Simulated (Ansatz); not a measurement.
Reaction (ligand exchange at a B–C bond): `B[CH2][AlH][GeH3]` + `OC(O)O` → `BOC(O)O` + `[CH3][AlH][GeH3]`

Program: Ansatz. Geometries: PBE0-D4/def2-TZVP. ΔE: electronic, gas phase. CBS: MP2 limit from def2 TZ/QZ plus the TZ coupled-cluster correction, frozen cores. DFT in def2-TZVPP. B3LYP here is the variant with VWN-RPA as its local correlation; programs differ in this. For Ge outer-core shells are correlated without core-valence functions, which leaves a few kJ/mol of doubt a bond. Scalar relativity is left out up to krypton. Each species was taken in one conformer, which may not be the lowest.

`B[CH2][AlH][GeH3]`:

```xyz
12

B    -0.533    1.356   -1.319
C     0.344    0.179   -1.668
Al   -0.088   -1.122   -0.229
Ge    0.224   -0.474    2.138
H    -0.211    2.122   -0.453
H    -1.612    1.492   -1.828
H     0.175   -0.354   -2.604
H     1.413    0.292   -1.435
H    -0.554   -2.576   -0.661
H     1.420    0.480    2.324
H    -1.020    0.279    2.654
H     0.442   -1.673    3.081
```

`OC(O)O`:

```xyz
8

O     0.057   -1.332    0.409
C     0.259    0.009    0.187
O    -0.630    0.742    0.954
O     0.032    0.386   -1.144
H    -0.891   -1.491    0.324
H     1.303    0.202    0.470
H    -0.784    1.576    0.499
H     0.654   -0.092   -1.699
```

`BOC(O)O`:

Cartesian coordinates in Å:
```
B 0.732 -0.037 1.549
O -0.125 0.418 0.615
C -0.158 -0.152 -0.689
O 0.539 0.609 -1.577
O -1.481 -0.208 -1.084
H 0.732 0.528 2.602
H 1.437 -0.979 1.313
H 0.323 -1.136 -0.655
H 0.019 1.404 -1.749
H -2.018 -0.448 -0.324
```

`[CH3][AlH][GeH3]`:

```xyz
10

C     1.115    1.462   -0.624
Al   -0.225    0.675    0.555
Ge   -0.904   -1.697    0.288
H     0.767    1.441   -1.663
H     1.356    2.496   -0.370
H     2.042    0.879   -0.604
H    -0.915    1.531    1.706
H    -0.652   -2.519    1.570
H    -0.171   -2.434   -0.852
H    -2.414   -1.833   -0.006
```

```tsv
level	ΔE (kJ/mol)	difference from CCSD(T)/CBS
PBE0-D4	-91.2	4.9
PBE	-93.1	3.0
PBE0	-92.8	3.3
B3LYP	-104.8	-8.7
HF/def2-TZVPP	-111.6	-15.5
CCSD/def2-TZVPP	-99.2	-3.1
MP2/def2-QZVPP	-95.6	0.5
SCS-MP2/def2-QZVPP	-99.8	-3.7
HF/CBS(def2)	-112.4	-16.3
MP2/CBS(def2)	-94.6	1.5
CCSD(T)/CBS	-96.1	0
```

Largest T1 diagnostic among the species: 0.013.

In def2-TZVPP, CCSD(T) changes the Hartree–Fock value by +13.6 kJ/mol (the triples alone add +1.2 kJ/mol) and MP2 by +15.1 kJ/mol.
